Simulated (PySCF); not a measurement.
**input.py for Ga2**

File input.py (PySCF 2.14):

```python
from pyscf import gto, scf, mp

mol = gto.M(
    atom='Ga 0 0 0; Ga 0 0 3.013',
    basis='pcseg-1',
    charge=0,
    spin=0,
    verbose=4,
)
mf = scf.UHF(mol)
mf.kernel()
mp.MP2(mf, frozen=18).kernel()
mf.dip_moment()
print('orbital energies (hartree):', [e[max(0, n-3):n+3].round(4) for e, n in zip(mf.mo_energy, mol.nelec)])
```

```bash
$ OMP_NUM_THREADS=1 python input.py
```

It prints (some set-up lines and the per-cycle HOMO/LUMO lines with their warnings removed):

```
PySCF version 2.14.0

[INPUT] verbose = 4
[INPUT] num. atoms = 2
[INPUT] num. electrons = 62
[INPUT] charge = 0
[INPUT] spin (= nelec alpha-beta = 2S) = 0
[INPUT] symmetry False subgroup None
[INPUT] Mole.unit = angstrom
[INPUT] Symbol           X                Y                Z      unit          X                Y                Z       unit  Magmom
[INPUT]  1 Ga     0.000000000000   0.000000000000   0.000000000000 AA    0.000000000000   0.000000000000   0.000000000000 Bohr   0.0
[INPUT]  2 Ga     0.000000000000   0.000000000000   3.013000000000 AA    0.000000000000   0.000000000000   5.693744813315 Bohr   0.0

nuclear repulsion = 168.781712477305
number of shells = 6
number of NR pGTOs = 164
number of NR cGTOs = 54
basis = pcseg-1
ecp = {}

******** <class 'pyscf.scf.uhf.UHF'> ********
method = UHF
initial guess = minao
damping factor = 0
level_shift factor = 0
DIIS = <class 'pyscf.scf.diis.CDIIS'>
diis_start_cycle = 1
diis_space = 8
diis_damp = 0
SCF conv_tol = 1e-09
SCF conv_tol_grad = None
SCF max_cycles = 50
direct_scf = True
direct_scf_tol = 1e-13
number electrons alpha = 31  beta = 31
Set gradient conv threshold to 3.16228e-05
init E= -3844.64363384931
cycle= 1 E= -3845.92606815069  delta_E= -1.28  |g|= 0.0685  |ddm|= 1.17
cycle= 2 E= -3845.93473780892  delta_E= -0.00867  |g|= 0.0239  |ddm|= 0.231
cycle= 3 E= -3845.93605638096  delta_E= -0.00132  |g|= 0.00745  |ddm|=  0.1
cycle= 4 E= -3845.93618823054  delta_E= -0.000132  |g|= 0.000799  |ddm|= 0.036
cycle= 5 E= -3845.93618965839  delta_E= -1.43e-06  |g|= 0.000132  |ddm|= 0.00339
cycle= 6 E= -3845.93618970142  delta_E= -4.3e-08  |g|= 2.93e-05  |ddm|= 0.000775
cycle= 7 E= -3845.93618970408  delta_E= -2.66e-09  |g|= 7.58e-06  |ddm|= 0.000215
cycle= 8 E= -3845.93618970427  delta_E= -1.91e-10  |g|= 2.23e-06  |ddm|= 4.83e-05
Extra cycle  E= -3845.93618970429  delta_E= -2.18e-11  |g|= 1.33e-06  |ddm|= 6.87e-06
converged SCF energy = -3845.93618970429  <S^2> = 6.8546058e-11  2S+1 = 1

******** <class 'pyscf.mp.ump2.UMP2'> ********
nocc = (np.int64(13), np.int64(13)), nmo = (36, 36)
frozen orbitals 18
E(UMP2) = -3846.0396567106  E_corr = -0.103467006310663
E(SCS-UMP2) = -3846.04527877065  E_corr = -0.109089066351783
E_corr(same-spin) = -0.0173900091011687
E_corr(oppo-spin) = -0.0860769972094944
Dipole moment(X, Y, Z, Debye):  0.00000,  0.00000,  0.00000
orbital energies (hartree): [array([-0.4783, -0.3821, -0.1902,  0.0067,  0.0067,  0.0669]), array([-0.4783, -0.3821, -0.1902,  0.0067,  0.0067,  0.0669])]
```

In short: E(SCF) = -3845.936190 Eh, 8 cycles, E(MP2) − E(SCF) = -0.10347 Eh, μz(SCF) = 0.00 D.

It ran on Intel Xeon 6975P-C (1 thread, shared host) in 1.4 s.

The bond length is a typed value, not an optimised one. No search for the lowest solution was made.
